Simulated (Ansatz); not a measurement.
Consider the atomization: `CC[Se]BF` → B• + 2 C• + F• + 6 H• + Se•.

Computed with Ansatz on PBE0-D4/def2-TZVP structures; ΔE is electronic, products minus reactants. CCSD(T)/CBS is the MP2 limit (def2-TZVPP, def2-QZVPP) plus CCSD(T) − MP2 in def2-TZVPP, frozen cores. This one scheme is used for every species, atoms too. DFT in def2-TZVPP. B3LYP here is the variant with VWN-RPA as its local correlation; programs differ in this. No spin–orbit coupling; open shells (•) take unrestricted orbitals. Spin–orbit coupling would lower the free atoms: a little for B, C, F; clearly for Se. Bonds to Se are less sure, by a few kJ/mol each and by 10 to 20 or more in all where they break to atoms, as the def2 sets lack core-valence functions. Scalar relativity is left out up to krypton. Each species was taken in one conformer, which may not be the lowest.

`CC[Se]BF`:

Cartesian coordinates in Å:
```
C -1.158 -0.666 0.663
C 0.150 -0.986 -0.027
Se 0.462 0.112 -1.627
B 1.133 1.711 -0.805
F 1.279 1.800 0.510
H -1.305 -1.335 1.516
H -2.005 -0.788 -0.014
H -1.166 0.360 1.034
H 0.176 -2.014 -0.389
H 1.004 -0.836 0.631
H 1.431 2.642 -1.493
```

CCSD(T)/CBS gives +1002.3 kcal/mol.

Task: Another level gave +1002.6 kcal/mol. Which?
A. CCSD(T)/def2-TZVPP
B. PBE-D4/def2-TZVPP
C. B3LYP-D4/def2-TZVPP
D. MP2/def2-TZVPP

Result: C. B3LYP-D4 1002.6, CCSD(T)/def2-TZVPP 980.0, MP2/def2-TZVPP 997.6, PBE-D4 1023.4 kcal/mol.

Largest T1 diagnostic among the species: 0.014.

In def2-TZVPP, CCSD(T) changes the Hartree–Fock value by +225.9 kcal/mol (the triples alone add +14.1 kcal/mol) and MP2 by +243.6 kcal/mol; breaking electron pairs costs correlation energy, which Hartree–Fock lacks. From PBE to PBE0 (25 % exact exchange), in def2-TZVPP and without D4, ΔE moves by −15.1 kcal/mol: exact exchange takes away binding that semilocal exchange gives to molecules.

For atomizations the MP2-based limit and the directly extrapolated one differ by several kJ/mol either way, and by 10 to 25 for some Ge, Se and Sn compounds, so smaller differences from it don't rank the levels.
